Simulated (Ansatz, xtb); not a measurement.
## C4H5F3O: which of two isomers lies lower

Structure X: `OC1(C(F)(F)F)CC1`, a singlet. Structure Y: `O[C@@H]1C[C@H]1C(F)(F)F`, a singlet. Both are isolated molecules in the gas phase, relaxed with B3LYP/def2-SVP; the shapes shown needn't be the lowest conformers.

X (Å):

```yaml
atoms:
  - { symbol: C, position_ang: [-1.4985, 0.9685, 0.5677] }
  - { symbol: C, position_ang: [-0.8807, -0.3861, 0.8324] }
  - { symbol: C, position_ang: [-1.0221, 2.1599, 1.3614] }
  - { symbol: C, position_ang: [-0.6833, 2.0245, -0.1063] }
  - { symbol: F, position_ang: [0.3935, -0.2885, 1.2527] }
  - { symbol: F, position_ang: [-0.8907, -1.1659, -0.2559] }
  - { symbol: F, position_ang: [-1.5770, -1.0347, 1.7926] }
  - { symbol: O, position_ang: [-2.8333, 0.8779, 0.1933] }
  - { symbol: H, position_ang: [-3.3350, 0.5481, 0.9531] }
  - { symbol: H, position_ang: [-1.7983, 2.8777, 1.6384] }
  - { symbol: H, position_ang: [-0.2227, 2.0221, 2.0934] }
  - { symbol: H, position_ang: [-1.2317, 2.6456, -0.8184] }
  - { symbol: H, position_ang: [0.3479, 1.7908, -0.3820] }
```

Y (Å):

```xyz
13

C    -1.7454    0.0867    0.7681
C    -1.3476    0.8437    1.9904
C    -1.3011    1.5290    0.6419
C     0.0043    1.8726   -0.0019
F    -0.1148    1.9628   -1.3410
F     0.9492    0.9421    0.2518
F     0.4841    3.0534    0.4289
O    -3.0926   -0.2159    0.6304
H    -3.2871   -0.3161   -0.3114
H    -1.0404   -0.6760    0.4095
H    -0.4018    0.5853    2.4726
H    -2.1533    1.1510    2.6611
H    -2.0864    2.2594    0.4279
```

Quicker runs give these differences E(Y) − E(X): GFN2-xTB −0.80 kcal/mol; HF/STO-3G −0.26 kcal/mol (at GFN2-xTB geometries); r2SCAN-D4/def2-SVP +0.94 kcal/mol (at GFN2-xTB geometries).

Q: Estimate E(Y) − E(X) at the level CCSD(T)/def2-SVP + ΔMP2/def2-TZVPP.

A: Too close to call at this level: CCSD(T)/def2-SVP + ΔMP2/def2-TZVPP gives E(Y) − E(X) = +0.52 kcal/mol.

How the difference moves with the method:

```csv
level,geometry,E(Y) − E(X) (kcal/mol),departure from the last row (kcal/mol),"job, with rough time for the two"
GFN2-xTB,GFN2-xTB,−0.80,−1.32,"optimisation, 0.15 s"
HF/STO-3G,GFN2-xTB,−0.26,−0.78,"single point, 0.54 s"
r2SCAN-D4/def2-SVP,GFN2-xTB,+0.94,+0.42,"single point, 3.7 s"
B3LYP/def2-SVP,B3LYP/def2-SVP,+0.31,−0.22,"optimisation, 37 s"
HF/def2-SVP,B3LYP/def2-SVP,−0.10,−0.62,part of the CCSD(T) run
MP2/def2-SVP,B3LYP/def2-SVP,+1.30,+0.78,part of the CCSD(T) run
CCSD(T)/def2-SVP,B3LYP/def2-SVP,+1.34,+0.81,single point
CCSD(T)/def2-SVP + ΔMP2/def2-TZVPP,B3LYP/def2-SVP,+0.52,,"single point, 97 s"
```

As drawn, both hold the same kinds of bond in the same numbers.

The largest departure from CCSD(T)/def2-SVP + ΔMP2/def2-TZVPP is that of GFN2-xTB, 1.32 kcal/mol. The last row adds to CCSD(T) the change of the MP2 difference between the two basis sets, here −0.81 kcal/mol.

With thermal terms from frequencies at re-optimised GFN2-xTB minima (ideal gas, soft modes damped towards free rotors, one conformer each, 298.15 K, 1 atm): on the last row, ΔE + ΔZPE = +0.59, ΔH = +0.58, ΔG = +0.38 kcal/mol.

The correlated steps freeze 8 core orbitals. Mirror images aren't counted in ΔG. Codes used: Ansatz 0.2.0, xtb 6.7.1; the last row on 2 threads of Intel(R) Xeon(R) Platinum 8488C (Sapphire Rapids) on a shared host.
